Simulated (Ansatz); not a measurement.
Computed with PBE0-D3(BJ)/def2-TZVP (Ansatz, an electronic-structure program). No frequencies were computed at this level.

Ansatz 0.2 input:
```yaml
crystal:
  periodic: [false, false, false]
  atoms:
    - { symbol: Br, position_ang: [0.7008, -0.000004, -0.000002] }
    - { symbol: H, position_ang: [-0.7008, 0.000004, 0.000002] }
basis:
  gaussian: { orbitals: def2-tzvp }
hamiltonian:
  xc: pbe0
  dispersion: d3bj
relax:
  max_steps: 150
```

Output:

```
Functional definition: PBE0
457 factors; their error is unknown
mean field evaluation 1: about -70054.0276 eV, gradient 6.5e0 eV
mean field evaluation 2: about -70054.0949 eV, gradient 3.4e0 eV
mean field evaluation 4: about -70054.1272 eV, gradient 7.1e-2 eV
mean field evaluation 8: about -70054.5680 eV, gradient 1.4e-2 eV
mean field -70054.56796088 eV, -2574.4578878706 hartree, gradient 1.9e-5 eV, S^2 0.000000; 0 other end points of the search recorded, 0 dependent functions left out
reference -70054.56797813 eV, -2574.4578885045 hartree; 18, 18 occupied and 36, 36 virtual orbitals, 457 factors
relax step   1: F+E_penalty+E_count = -70054.57653695 eV  Δ(F+E_penalty+E_count) = +0.000e0 eV  max|allowed force component| = 5.174e-1 eV/Å  Δτ_max = 0.0000 Å  (23 SCF iters, accepted)
these checks for a lower state are left out or cut short: starts, cluster_reference, orbital_swaps, neighbouring_geometries, increment
457 factors; their error is unknown
mean field evaluation 16: about -70054.1320 eV, gradient 8.5e-4 eV
mean field -70054.57258554 eV, -2574.4580578239 hartree, gradient 9.0e-6 eV, S^2 0.000000; 0 other end points of the search recorded, 0 dependent functions left out
reference -70054.57260281 eV, -2574.4580584586 hartree; 18, 18 occupied and 36, 36 virtual orbitals, 457 factors
relax step   2: F+E_penalty+E_count = -70054.58116087 eV  Δ(F+E_penalty+E_count) = -4.624e-3 eV  max|allowed force component| = 1.018e-1 eV/Å  Δτ_max = 0.0075 Å  (29 SCF iters, accepted)
these checks for a lower state are left out or cut short: starts, cluster_reference, orbital_swaps, neighbouring_geometries, increment
457 factors; their error is unknown
mean field -70054.57278210 eV, -2574.4580650473 hartree, gradient 9.1e-6 eV, S^2 0.000000; 0 other end points of the search recorded, 0 dependent functions left out
reference -70054.57279938 eV, -2574.4580656822 hartree; 18, 18 occupied and 36, 36 virtual orbitals, 457 factors
relax step   3: F+E_penalty+E_count = -70054.58135724 eV  Δ(F+E_penalty+E_count) = -1.964e-4 eV  max|allowed force component| = 1.710e-3 eV/Å  Δτ_max = 0.0019 Å  (29 SCF iters, accepted)
457 factors; their error is unknown
mean field evaluation 32: about -70054.1322 eV, gradient 1.2e-4 eV
mean field -70054.57278210 eV, -2574.4580650473 hartree, gradient 9.1e-6 eV, S^2 0.000000; 1 other end points of the search recorded, 0 dependent functions left out
reference -70054.57279938 eV, -2574.4580656822 hartree; 18, 18 occupied and 36, 36 virtual orbitals, 457 factors
Total energy: -70054.58137452 eV, -2574.4583808129 hartree
Atom 0 at     0.710234    -0.000004    -0.000002 Å, force     0.001710    -0.000000    -0.000000 eV/Å
Atom 1 at    -0.710234     0.000004     0.000002 Å, force    -0.001710     0.000000     0.000000 eV/Å
Dipole moment:    -0.198330     0.000001     0.000001 e Å
```

Cost: very roughly 1.5 core-seconds.
